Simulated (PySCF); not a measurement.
# Dipole moment and polarisability across levels of theory

Species: o-cresol, C₇H₈O.
SMILES: `Cc1ccccc1O`

PySCF, dipoles from the SCF density, polarisabilities from static response with core orbitals frozen. The structure is a single PBE0-D3(BJ)/def2-SVP conformer in the gas phase; no vibrational or solvent corrections.

Question: Compare the levels for these properties.

Answer: 

```csv
level,μ (D),α (au),anisotropy (au)
LDA/def2-SVPD,1.801,89.07,52.17
PBE/def2-SVPD,1.715,88.24,52.17
B3LYP/def2-SVPD,1.714,86.44,50.23
PBE0/def2-SVPD,1.733,85.55,49.61
BHandHLYP/def2-SVPD,1.741,83.96,47.88
CAM-B3LYP/def2-SVPD,1.743,85.23,48.81
wB97X-D/def2-SVPD,1.744,85.39,48.18
LC-wPBE/def2-SVPD,1.758,83.32,47.25
HF/def2-SVPD,1.767,81.84,44.92
PBE0/6-31G*,1.709,70.84,58.29
PBE0/def2-SVP,1.749,74.50,53.72
PBE0/6-31+G*,1.816,82.24,48.54
PBE0/aug-cc-pVDZ,1.725,87.88,49.68
PBE0/def2-TZVP,1.723,83.35,50.87
```

The anisotropy is √(½[(α1 − α2)² + (α2 − α3)² + (α3 − α1)²]). The dipole runs from 1.71 D (PBE0/6-31G*) to 1.82 D (PBE0/6-31+G*). No reference polarisability is at hand; against PBE0 in the largest diffuse basis at hand (aug-cc-pVDZ) the other PBE0 rows deviate by 6-31G* -19%, def2-SVP -15%, 6-31+G* -6%, def2-SVPD -3%, def2-TZVP -5%. In one basis (def2-SVPD) the functionals order the polarisability from HF (lowest) to LDA (highest), a spread of 9%. With PBE0 the polarisability is 76.23 au without diffuse functions (mean of 6-31G*, def2-SVP and def2-TZVP) and 85.22 au with them (mean of 6-31+G*, def2-SVPD and aug-cc-pVDZ).
